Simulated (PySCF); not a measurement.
BI3 (SMILES IB(I)I), singlet, at a GFN2-xTB geometry (all electrons, no relativity). Base run: BLYP/STO-3G (PySCF).

The PySCF input:
```python
from pyscf import gto, scf, dft

mol = gto.Mole()
mol.atom = '''
    B    -0.000000   -0.000000   -0.000000
    I     1.991499   -0.348370   -0.596705
    I    -0.739465   -0.878003    1.767991
    I    -1.252034    1.226373   -1.171285
'''
mol.basis = 'sto-3g'
mol.charge = 0
mol.spin = 0
mol.verbose = 4
mol.build()

mf = dft.RKS(mol)
mf.xc = 'blyp'
mf.kernel()
```

The base run was repeated with changes; each row names its change, and settings that it needs were set with it.

```csv
change,basis functions,E (Eh),HOMO (eV),HOMO-LUMO gap (eV),core-seconds (rough)
base,86,-20582.73106,-3.72,3.59,4
basis = 3-21G,[?],[?],[?],[?],7
basis = 6-311G**,204,-20783.50248,-6.09,2.98,20
```

Task: What belongs in the gaps?

Result: 
- basis = 3-21G, basis functions: 102
- basis = 3-21G, E (Eh): -20694.77923
- basis = 3-21G, HOMO (eV): -5.77
- basis = 3-21G, HOMO-LUMO gap (eV): 3.02

Totals compare only among sets that treat the same electrons; sets with core potentials leave the core out.
